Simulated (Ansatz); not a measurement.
The multiplicity is imposed and other spin states were not computed.

These are Ansatz (an electronic-structure program) with frozen-core CCSD(T)/def2-TZVPP // r2SCAN-D4/def2-SVP values and carry that method's errors.

Ansatz 0.2 input:
```yaml
crystal:
  periodic: [false, false, false]
  atoms:
    - { symbol: Ag, position_ang: [0.045665, -0.079911, -0.005245] }
    - { symbol: N, position_ang: [1.095045, -1.916264, -0.125718] }
    - { symbol: H, position_ang: [1.859524, -1.876827, -0.802441] }
    - { symbol: H, position_ang: [0.487411, -2.68661, -0.410823] }
    - { symbol: H, position_ang: [1.507324, -2.181278, 0.770791] }
    - { symbol: F, position_ang: [-0.914862, 1.600956, 0.105032] }
basis:
  gaussian: { orbitals: def2-TZVPP }
correlation:
  method: ccsd_t
```

Output:

```
Functional definition: HF
1023 factors; integrals over basis functions are off by at most 1.1e-3 eV
mean field evaluation 1: about -8209.0561 eV, gradient 4.8e1 eV
mean field evaluation 2: about -8209.2736 eV, gradient 4.8e1 eV
mean field evaluation 4: about -8213.4101 eV, gradient 2.9e0 eV
mean field evaluation 8: about -8213.4737 eV, gradient 4.3e-1 eV
mean field evaluation 16: about -8213.4745 eV, gradient 1.9e-6 eV
mean field -8213.47452090 eV, -301.8396213500 hartree, gradient 1.9e-6 eV, S^2 0.000000; 0 other end points of the search recorded, 0 dependent functions left out
2 core orbitals not correlated
reference -8213.47452090 eV, -301.8396213500 hartree; 17, 17 occupied and 141, 141 virtual orbitals, 1023 factors
second order -32.19471589 eV of doubles, -0.00000000 eV of singles
cycle   1  -30.55468067 eV  change     1.6e0 eV  update   1.4e-1
cycle   2  -31.25737408 eV  change   -7.0e-1 eV  update   5.4e-2
cycle   3  -31.44929126 eV  change   -1.9e-1 eV  update   3.0e-2
cycle   4  -31.44224275 eV  change    7.0e-3 eV  update   1.4e-2
cycle   5  -31.41297981 eV  change    2.9e-2 eV  update   6.5e-3
cycle   6  -31.41606104 eV  change   -3.1e-3 eV  update   2.8e-3
cycle   7  -31.41939424 eV  change   -3.3e-3 eV  update   9.2e-4
cycle   8  -31.41897531 eV  change    4.2e-4 eV  update   4.5e-4
cycle   9  -31.41867424 eV  change    3.0e-4 eV  update   2.1e-4
cycle  10  -31.41903366 eV  change   -3.6e-4 eV  update   8.5e-5
cycle  11  -31.41892815 eV  change    1.1e-4 eV  update   3.8e-5
cycle  12  -31.41883473 eV  change    9.3e-5 eV  update   1.6e-5
cycle  13  -31.41887489 eV  change   -4.0e-5 eV  update   6.1e-6
perturbative correction -1.00158313 eV, -0.0368075010 hartree
Total energy: -8245.89497892 eV, -303.0310512069 hartree
```

Cost: very roughly 70 core-seconds.
